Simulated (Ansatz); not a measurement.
System: GeH₂F, charge 0, doublet. GeH2F (SMILES [F][GeH2], doublet).
B3LYP-D3(BJ)/def2-TZVP minimum from Ansatz (a quantum-chemistry and plane-wave program):
```xyz
4

Ge    -0.3245     0.1059    -0.0826
F      1.2762    -0.5581     0.2177
H     -0.0698     1.5434    -0.6176
H     -1.0329     0.0895     1.3014
```
Charge 0, spin multiplicity 2.

Hartree-Fock and MP2 correlation energies in hartree (Ansatz). UHF or UKS for unpaired electrons; spin-orbit terms are left out. Correlated methods leave the cores frozen (noble-gas shells, and filled d and f shells in the p block). No relativity.

```tsv
basis	X	E(HF)	E(corr, MP2)
cc-pVTZ	3	-2176.04370	-0.35808
cc-pVQZ	4	-2176.05781	-0.38979
cc-pV5Z	5	-2176.06059	withheld
```

Question: Fit E(corr) = E∞ + A/X³ to X = 3 and 4, predict X = 5, and compare with the run.

Answer: A = (-0.35808 - (-0.38979))/(1/27 - 1/64) = 1.4809; E∞ = -0.38979 - A/64 = -0.41293; at X = 5, E∞ + A/125 = -0.40108. The run gave -0.40328, 2.20 mEh below the prediction. The same form on X = 4 and 5 gives E∞ = -0.41743, 4.50 mEh below the first estimate.
